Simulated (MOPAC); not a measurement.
MOPAC input (AM1):

```
AM1 PRECISE GNORM=0.05 LET XYZ GEO-OK AUX(PRECISION=9) THREADS=1
C2H10Si2

C    -1.33980800 1    1.37581300 1   -0.70593000 1
Si   -0.56561800 1   -0.00526700 1    0.31213800 1
C    -1.10604600 1   -1.68859800 1   -0.33404100 1
Si    1.77464200 1    0.16655500 1    0.25692900 1
H    -2.42995100 1    1.31249700 1   -0.67797100 1
H    -1.02575400 1    1.31222100 1   -1.74990100 1
H    -1.04979000 1    2.35743700 1   -0.32718800 1
H    -1.00437100 1    0.13308000 1    1.72792800 1
H    -0.78613900 1   -1.82890300 1   -1.36870200 1
H    -0.67945900 1   -2.49726500 1    0.26196600 1
H    -2.19373000 1   -1.78415200 1   -0.30217000 1
H     2.23260700 1    1.47970500 1    0.77921800 1
H     2.27116000 1    0.03509400 1   -1.13842900 1
H     2.41421700 1   -0.90104100 1    1.06813900 1
```

From the output:

```
                                                       MOPAC v23.2.5 Linux

          FINAL HEAT OF FORMATION =        -12.89954 KCAL/MOL =     -53.97168 KJ/MOL

          COSMO AREA              =        148.73 SQUARE ANGSTROMS
          COSMO VOLUME            =        146.89 CUBIC ANGSTROMS

          GRADIENT NORM           =          0.04586          =       0.01226 PER ATOM
          IONIZATION POTENTIAL    =          9.871368 EV
          HOMO LUMO ENERGIES (EV) =         -9.871 -0.771
          NO. OF FILLED LEVELS    =         13
          MOLECULAR WEIGHT        =         90.2720         POINT GROUP:  Cs

          MOLECULAR DIMENSIONS (Angstroms)

            Atom       Atom       Distance
            H    14    H     5     5.61793
            H    12    H    10     4.81200
            H    13    H     8     3.62291

          SCF CALCULATIONS        =         33

   ATOM   CHEMICAL          X               Y               Z
  NUMBER   SYMBOL      (ANGSTROMS)     (ANGSTROMS)     (ANGSTROMS)

     1       C         -1.36369409  *   1.33581722  *  -0.68829406  *
     2      Si         -0.58878290  *  -0.01427949  *   0.25247041  *
     3       C         -1.13599918  *  -1.64956818  *  -0.32597219  *
     4      Si          1.85419369  *   0.17380610  *   0.26671557  *
     5       H         -2.47545511  *   1.25370015  *  -0.63647189  *
     6       H         -1.08260985  *   1.31692441  *  -1.76623510  *
     7       H         -1.08882368  *   2.33922747  *  -0.28956627  *
     8       H         -0.94973103  *   0.13005997  *   1.66852402  *
     9       H         -0.84139226  *  -1.84580699  *  -1.38238791  *
    10       H         -0.72152449  *  -2.47665574  *   0.29490076  *
    11       H         -2.24830172  *  -1.72459138  *  -0.27500687  *
    12       H          2.23520593  *   1.47872026  *   0.81930622  *
    13       H          2.39372247  *   0.04998881  *  -1.09243462  *
    14       H          2.41590460  *  -0.89026146  *   1.10683700  *

                             CARTESIAN COORDINATES

   1    C       -1.363694092     1.335817217    -0.688294064
   2   Si       -0.588782903    -0.014279487     0.252470406
   3    C       -1.135999183    -1.649568175    -0.325972187
   4   Si        1.854193689     0.173806103     0.266715574
   5    H       -2.475455109     1.253700148    -0.636471885
   6    H       -1.082609846     1.316924412    -1.766235095
   7    H       -1.088823679     2.339227469    -0.289566273
   8    H       -0.949731031     0.130059966     1.668524017
   9    H       -0.841392256    -1.845806992    -1.382387907
  10    H       -0.721524494    -2.476655742     0.294900759
  11    H       -2.248301721    -1.724591379    -0.275006873
  12    H        2.235205934     1.478720263     0.819306218
  13    H        2.393722474     0.049988809    -1.092434616
  14    H        2.415904605    -0.890261457     1.106837002

           Empirical Formula: C2 H10 Si2  =    14 atoms

      MOLECULAR POINT GROUP   :   Cs

                  EIGENVALUES
 -29.26037 -28.52527 -15.60684 -15.06171 -14.19639 -14.03557 -13.63075 -13.37458
 -12.32709 -12.29347 -11.57713 -11.38127  -9.87137  -0.77139   1.45155   1.45180
   1.71582   1.71788   2.26836   2.39754   4.26340   4.28568   4.31762   4.32768
   5.08489   5.13893

              NET ATOMIC CHARGES AND DIPOLE CONTRIBUTIONS

  ATOM NO.   TYPE          CHARGE      No. of ELECS.   s-Pop       p-Pop
    1          C          -0.516710        4.5167     1.26110     3.25561
    2         Si           0.776458        3.2235     0.84262     2.38093
    3          C          -0.516717        4.5167     1.26110     3.25562
    4         Si           0.209451        3.7905     0.91927     2.87128
    5          H           0.094302        0.9057     0.90570
    6          H           0.091161        0.9088     0.90884
    7          H           0.093077        0.9069     0.90692
    8          H          -0.175592        1.1756     1.17559
    9          H           0.091163        0.9088     0.90884
   10          H           0.093078        0.9069     0.90692
   11          H           0.094304        0.9057     0.90570
   12          H          -0.110748        1.1107     1.11075
   13          H          -0.112494        1.1125     1.11249
   14          H          -0.110731        1.1107     1.11073
 DIPOLE           X         Y         Z       TOTAL
 POINT-CHG.    -0.884    -0.056     0.097     0.891
 HYBRID        -0.039    -0.064    -0.499     0.505
 SUM           -0.923    -0.119    -0.403     1.014

          ATOMIC ORBITAL ELECTRON POPULATIONS

     Atom    s        px        py        pz
    1  C   1.26110   1.07068   1.10619   1.07874
    2 Si   0.84262   0.84804   0.72979   0.80310
    3  C   1.26110   1.06154   1.13128   1.06280
    4 Si   0.91927   1.06931   0.90194   0.90003
    5  H   0.90570
    6  H   0.90884
    7  H   0.90692
    8  H   1.17559
    9  H   0.90884
   10  H   0.90692
   11  H   0.90570
   12  H   1.11075
   13  H   1.11249
   14  H   1.11073

 **********************
 *                    *
 * JOB ENDED NORMALLY *
 *                    *
 **********************

 == MOPAC DONE ==
```

The geometry given is a B3LYP-D3(BJ)/def2-TZVP minimum.
